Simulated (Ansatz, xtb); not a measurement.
# C2H9NSi3: which of two isomers lies lower

Structure I: `C#C[SiH2]N([SiH3])[SiH3]`, a singlet. Structure II: `C#C[Si@@H]([SiH3])N[SiH3]`, a singlet. Both are isolated molecules in the gas phase, relaxed with PBE0-D3(BJ)/def2-SVP, each in the lowest conformer that the search found.

Problem. Estimate which is lower in electronic energy at CCSD(T)/def2-SVP + ΔMP2/def2-TZVPP, and by roughly how much.

Solution. The CCSD(T)/def2-SVP + ΔMP2/def2-TZVPP calculation puts structure I lower, by 14.9 kcal/mol.

The same difference at several levels:

```json
{"level": "PBE0-D3(BJ)/def2-SVP", "geometry": "PBE0-D3(BJ)/def2-SVP", "E(II) − E(I) (kcal/mol)": "+9.1", "departure from the last row (kcal/mol)": "−5.8", "job, with rough time for the two": "optimisation, 9.7 min"}
{"level": "HF/def2-SVP", "geometry": "PBE0-D3(BJ)/def2-SVP", "E(II) − E(I) (kcal/mol)": "+15.8", "departure from the last row (kcal/mol)": "+1.0", "job, with rough time for the two": "part of the CCSD(T) run"}
{"level": "MP2/def2-SVP", "geometry": "PBE0-D3(BJ)/def2-SVP", "E(II) − E(I) (kcal/mol)": "+15.5", "departure from the last row (kcal/mol)": "+0.7", "job, with rough time for the two": "part of the CCSD(T) run"}
{"level": "CCSD(T)/def2-SVP", "geometry": "PBE0-D3(BJ)/def2-SVP", "E(II) − E(I) (kcal/mol)": "+14.2", "departure from the last row (kcal/mol)": "−0.7", "job, with rough time for the two": "single point"}
{"level": "CCSD(T)/def2-SVP + ΔMP2/def2-TZVPP", "geometry": "PBE0-D3(BJ)/def2-SVP", "E(II) − E(I) (kcal/mol)": "+14.9", "departure from the last row (kcal/mol)": "", "job, with rough time for the two": "single point, 2.9 min"}
```

As drawn, II has 1 Si–Si, 1 N–H in place of 1 N–Si, 1 Si–H.

The levels shown agree on the order. The largest departure from CCSD(T)/def2-SVP + ΔMP2/def2-TZVPP is that of PBE0-D3(BJ)/def2-SVP, 5.8 kcal/mol. Levels run at GFN2-xTB geometries aren't shown. The last row adds to CCSD(T) the change of the MP2 difference between the two basis sets, here +0.7 kcal/mol.

With thermal terms from frequencies at re-optimised GFN2-xTB minima (ideal gas, soft modes damped towards free rotors, one conformer each, 298.15 K, 1 atm): on the last row, ΔE + ΔZPE = +15.9, ΔH = +16.2, ΔG = +15.5 kcal/mol.

The correlated steps freeze 18 core orbitals. Mirror images aren't counted in ΔG. Programs: Ansatz 0.2.0, xtb 6.7.1; the last row on 2 threads of Intel(R) Xeon(R) Processor @ 2.50GHz (Skylake/Cascade Lake) on a shared host.
